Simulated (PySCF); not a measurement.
## Antimony: a sound run and one with changed settings

Sound run: Sb⁺ [Kr] 4d10 5s2 5p2, Sb²⁺ [Kr] 4d10 5s2 5p1. Computed with PySCF 2.14 in cc-pVDZ-PP with ECP28MDF, with scalar relativity through the core potential. In the sound run the correlated levels freeze 4s2 4p6 4d10 outside the core potential. The sound run starts from symmetry-adapted Hartree-Fock orbitals and uses a fine grid where one is needed.

Changed run: a valence shell is frozen. This setting is unsound on purpose.

| species | method | sound run (hartree) | changed run (hartree) | converged |
| --- | --- | --- | --- | --- |
| Sb⁺ | MP2 | -238.99229 | -238.96012 | yes |
| Sb⁺ | CCSD(T) | -239.00703 | -238.96174 | yes |

Ionisation energy of Sb⁺:

| method | sound run (eV) | changed run (eV) |
| --- | --- | --- |
| UHF | 16.002 | 16.002 |
| MP2 | 16.221 | 16.097 |
| SCS-MP2 | 16.167 | 16.034 |
| CCSD | 16.249 | 16.141 |
| CCSD(T) | 16.254 | 16.141 |
| CCSDT | n/a | 16.141 |
| FCI | n/a | 16.141 |

Freezing a valence shell removes pair correlation that changes on ionisation.

For comparison, NIST gives 16.626 ± 0.025 eV between the lowest levels.
